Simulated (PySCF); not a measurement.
Geometry (Å), atoms numbered from 1 in this order:
```xyz
21

C     3.0870    0.5663    0.0632
C     2.0970   -0.0056   -0.6258
C     0.8308   -0.5515   -0.0614
B     0.5644   -2.1042   -0.0976
C    -0.9660   -2.3102   -0.3772
C    -1.5635   -0.9229   -0.1892
F    -1.8167   -0.7479    1.1659
C    -0.4769    0.0629   -0.6159
C    -0.7359    1.4990   -0.1992
H     3.9955    0.9228   -0.4290
H     3.0280    0.6894    1.1496
H     2.2042   -0.0948   -1.7158
H     0.8289   -0.3878    1.0420
H     1.3979   -2.9667    0.0461
H    -1.5010   -3.0974    0.1744
H    -1.0175   -2.5946   -1.4489
H    -2.5202   -0.7557   -0.7137
H    -0.4297    0.0116   -1.7209
H     0.1217    2.1386   -0.4561
H    -1.6297    1.9116   -0.6929
H    -0.8932    1.5561    0.8884
```

Geometry: PBE0-D3(BJ)/def2-SVP; GIAO absolute shieldings from PySCF 2.14, gas phase, non-relativistic, averaged over equivalent atoms.

At wB97X-D/pcSseg-1 (213 basis functions, 42 s wall time on 1 thread of an Arm Neoverse V2, shared host):
```json
{"atoms": "C2", "σ (ppm)": "36.7"}
{"atoms": "C1", "σ (ppm)": "60.7"}
{"atoms": "C6", "σ (ppm)": "85.9"}
{"atoms": "C3", "σ (ppm)": "127.7"}
{"atoms": "C8", "σ (ppm)": "137.3"}
{"atoms": "C5", "σ (ppm)": "146.0"}
{"atoms": "C9", "σ (ppm)": "170.0"}
{"atoms": "B4", "σ (ppm)": "13.1"}
{"atoms": "F7", "σ (ppm)": "400.0"}
{"atoms": "H14", "σ (ppm)": "23.92"}
{"atoms": "H12", "σ (ppm)": "25.58"}
{"atoms": "H11", "σ (ppm)": "26.00"}
{"atoms": "H10", "σ (ppm)": "26.03"}
{"atoms": "H17", "σ (ppm)": "26.44"}
{"atoms": "H15", "σ (ppm)": "29.08"}
{"atoms": "H13", "σ (ppm)": "29.73"}
{"atoms": "H18", "σ (ppm)": "30.02"}
{"atoms": "H19/H20/H21", "σ (ppm)": "30.13"}
{"atoms": "H16", "σ (ppm)": "30.58"}
```

Estimate the result of repeating the calculation with PBE0/pcSseg-1.

Results:


```json
{"atoms": "C2", "σ at PBE0/pcSseg-1": "37.1", "change": "+0.4"}
{"atoms": "C1", "σ at PBE0/pcSseg-1": "61.4", "change": "+0.7"}
{"atoms": "C6", "σ at PBE0/pcSseg-1": "85.5", "change": "-0.4"}
{"atoms": "C3", "σ at PBE0/pcSseg-1": "125.0", "change": "-2.7"}
{"atoms": "C8", "σ at PBE0/pcSseg-1": "136.6", "change": "-0.7"}
{"atoms": "C5", "σ at PBE0/pcSseg-1": "144.3", "change": "-1.7"}
{"atoms": "C9", "σ at PBE0/pcSseg-1": "170.1", "change": "+0.1"}
{"atoms": "B4", "σ at PBE0/pcSseg-1": "8.0", "change": "-5.1"}
{"atoms": "F7", "σ at PBE0/pcSseg-1": "395.2", "change": "-4.8"}
{"atoms": "H14", "σ at PBE0/pcSseg-1": "23.58", "change": "-0.34"}
{"atoms": "H12", "σ at PBE0/pcSseg-1": "25.44", "change": "-0.14"}
{"atoms": "H11", "σ at PBE0/pcSseg-1": "25.89", "change": "-0.11"}
{"atoms": "H10", "σ at PBE0/pcSseg-1": "25.90", "change": "-0.13"}
{"atoms": "H17", "σ at PBE0/pcSseg-1": "26.28", "change": "-0.16"}
{"atoms": "H15", "σ at PBE0/pcSseg-1": "28.87", "change": "-0.21"}
{"atoms": "H13", "σ at PBE0/pcSseg-1": "29.53", "change": "-0.20"}
{"atoms": "H18", "σ at PBE0/pcSseg-1": "29.82", "change": "-0.20"}
{"atoms": "H19/H20/H21", "σ at PBE0/pcSseg-1": "30.01", "change": "-0.12"}
{"atoms": "H16", "σ at PBE0/pcSseg-1": "30.38", "change": "-0.20"}
```

The largest change is at B4 (boron bonded to 2 C, H, in a 5-membered ring). Cost: 213 basis functions, 33 s wall time on 1 thread of an Arm Neoverse V2, shared host. The order of the carbon signals is the same at both levels.

A carbon bonded to boron is broadened by the quadrupolar boron nucleus and is often missing from a measured spectrum.
